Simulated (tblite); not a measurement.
Species: C₄H₉FO₃Si.
Numbering: `[CH3:1][O:2][Si@H:3]([F:4])[O:5][CH2:6][C:7]([CH3:8])=[O:9]` (hydrogens: H10, H11, H12 on C1; H13 on Si3; H14, H15 on C6; H16, H17, H18 on C8)

A start from a force field or distance geometry was refined with tblite 0.8.0, GFN2-xTB geometry optimisation, gas phase. Values at the start:

```csv
coordinate,start
C1–O2,1.398 Å
C1–H10,1.099 Å
O2–Si3,1.718 Å
Si3–F4,1.667 Å
Si3–O5,1.697 Å
Si3–H13,1.481 Å
O5–C6,1.371 Å
C6–C7,1.503 Å
C6–H14,1.124 Å
C6–H15,1.112 Å
C7–C8,1.494 Å
C7=O9,1.213 Å
C8–H16,1.096 Å
C1–O2–Si3,107.6°
O2–Si3–F4,109.6°
O2–Si3–O5,108.8°
Si3–O5–C6,116.8°
F4–Si3–O5,114.2°
C6–C7–C8,117.1°
C6–C7–O9,122.1°
C8–C7–O9,120.7°
```

How do these coordinates change at the GFN2-xTB level?

```json
{"coordinate": "O2–Si3", "GFN2-xTB (Å or °)": "1.601", "change": "-0.117"}
{"coordinate": "Si3–O5", "GFN2-xTB (Å or °)": "1.619", "change": "-0.078"}
{"coordinate": "Si3–F4", "GFN2-xTB (Å or °)": "1.607", "change": "-0.060"}
{"coordinate": "Si3–H13", "GFN2-xTB (Å or °)": "1.445", "change": "-0.036"}
{"coordinate": "C6–H14", "GFN2-xTB (Å or °)": "1.095", "change": "-0.029"}
{"coordinate": "C6–C7", "GFN2-xTB (Å or °)": "1.524", "change": "+0.021"}
{"coordinate": "O5–C6", "GFN2-xTB (Å or °)": "1.387", "change": "+0.016"}
{"coordinate": "C6–H15", "GFN2-xTB (Å or °)": "1.099", "change": "-0.013"}
{"coordinate": "C7=O9", "GFN2-xTB (Å or °)": "1.201", "change": "-0.012"}
{"coordinate": "C7–C8", "GFN2-xTB (Å or °)": "1.505", "change": "+0.011"}
{"coordinate": "C8–H16", "GFN2-xTB (Å or °)": "1.087", "change": "-0.009"}
{"coordinate": "C1–H10", "GFN2-xTB (Å or °)": "1.092", "change": "-0.007"}
{"coordinate": "C1–O2", "GFN2-xTB (Å or °)": "1.399", "change": "+0.001"}
{"coordinate": "C1–O2–Si3", "GFN2-xTB (Å or °)": "131.0", "change": "+23.4"}
{"coordinate": "Si3–O5–C6", "GFN2-xTB (Å or °)": "130.2", "change": "+13.4"}
{"coordinate": "O2–Si3–F4", "GFN2-xTB (Å or °)": "101.9", "change": "-7.7"}
{"coordinate": "F4–Si3–O5", "GFN2-xTB (Å or °)": "107.5", "change": "-6.7"}
{"coordinate": "C8–C7–O9", "GFN2-xTB (Å or °)": "123.8", "change": "+3.1"}
{"coordinate": "C6–C7–C8", "GFN2-xTB (Å or °)": "114.3", "change": "-2.8"}
{"coordinate": "O2–Si3–O5", "GFN2-xTB (Å or °)": "107.7", "change": "-1.1"}
{"coordinate": "C6–C7–O9", "GFN2-xTB (Å or °)": "121.8", "change": "-0.3"}
```

The energy falls by 1.297 eV over 147 L-BFGS steps, the largest force on an atom goes from 2.96 to 0.006 eV/Å, and the atoms move by 0.863 Å rms after alignment. The bond that changes most is O2–Si3 (silyl ether oxygen to fluorine-bound silicon), which shortens by 0.117 Å. Bonds longer at the end by more than 0.005 Å: 3 of 17; shorter: 13. Among the dihedrals that turn most is Si3–O5–C6–C7, from 180° to 70°. Rotational constants go from 2663, 641.9, 554.7 to 2522, 740.4, 647.2 MHz.

GFN2-xTB frequencies show an imaginary mode (76i cm⁻¹), so the point is no minimum at that level. 3 starts were optimised and ended at 0.00, 0.40 and 0.76 kcal/mol (GFN2-xTB); the lowest of these is shown.

The numbers are calculated, not measured.
